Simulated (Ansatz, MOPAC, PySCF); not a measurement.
Noncovalent pair: AsH3 (SMILES [AsH3]) (first 4 atoms) with HBr (SMILES Br); geometry from B3LYP-D3(BJ)/def2-TZVP, rigid monomers moved along the line of their centres of mass till As1···H6 is 2.33 Å.
(charge 0, multiplicity 1):
```xyz
6

As    -0.246    -0.200     0.144
H     -0.931     0.733    -0.842
H     -0.416    -1.419    -0.748
H      1.145     0.109    -0.387
Br    -1.062    -0.238     3.827
H     -0.751    -0.223     2.421
```

Interaction energies are E(AB) − E(A) − E(B) at the monomers' geometry in the complex; basis-set methods are counterpoise corrected. Rows marked so take none.

Frozen-core correlation. Filled d and f shells under p-block atoms count as core. CBS(a, b) extrapolates the correlation energy as X⁻³ and adds the Hartree–Fock energy of set b. Rows in 3-21G, 6-31G* carry no dispersion term and start afresh at each structure (6-31G* with six Cartesian d functions); the Pople sets are all-electron and without relativity. MP2/6-31G* freezes PySCF's default core, which leaves 3d correlated. The state that AM1, PM3, PM6 reach isn't checked.

Programs: Ansatz (an electronic-structure program); MOPAC for AM1, PM3, PM6 (differences of heats of formation); PySCF for 3-21G rows, 6-31G* rows, the dispersion terms. 

Other levels give for the interaction energy: PBE/def2-TZVPPD -10.7; B3LYP/def2-TZVPPD -3.0; B3LYP-D3(BJ)/def2-TZVPPD -10.7; wB97M-V/def2-TZVPPD -5.1; CCSD(T)/CBS(aug-cc-pVDZ, aug-cc-pVTZ) -5.4 kJ/mol.

Common cheap choices:

| level | interaction energy (kJ/mol) | less -5.4 (CCSD(T)/CBS(aug-cc-pVDZ, aug-cc-pVTZ)) |
|---|---|---|
| AM1 | -6.8 | -1.4 |
| PM3 | -17.9 | -12.5 |
| PM6 | 5.6 | 11.0 |
| HF/6-31G* | 11.3 | 16.7 |
| BP86/6-31G* (no counterpoise) | -8.7 | -3.3 |
| B3LYP/3-21G (no counterpoise) | -12.5 | -7.1 |
| M06-2X/6-31G* (no counterpoise) | -6.9 | -1.5 |
| MP2/6-31G* (no counterpoise) | -4.1 | 1.3 |
